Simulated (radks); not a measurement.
Species: the selenium anion Se2-. Configuration: [Kr]. Method: scalar-relativistic Kohn-Sham, PBE, spin-unpolarised, spherical densities, point nucleus; Watson sphere of charge +2.36 and radius 4.35 bohr; computed with a radial shooting solver on a logarithmic mesh with Libxc functionals. Some entries of the table are withheld. Estimate them.

orbital,occ.,eigenvalue (eV),<1/r> (bohr^-1)
1s,2,-12503.06,34.56
2s,2,-1605.150,7.632
2p,6,-1411.560,7.474
3s,2,(1),(2)
3p,6,-150.9469,(3)
3d,10,-51.0959,2.031
4s,2,-16.0280,(4)
4p,6,-6.3386,0.4945

Answer. 
(1) 3s eigenvalue (eV): -211.4808
(2) 3s <1/r> (bohr^-1): 2.488
(3) 3p <1/r> (bohr^-1): 2.335
(4) 4s <1/r> (bohr^-1): 0.7105
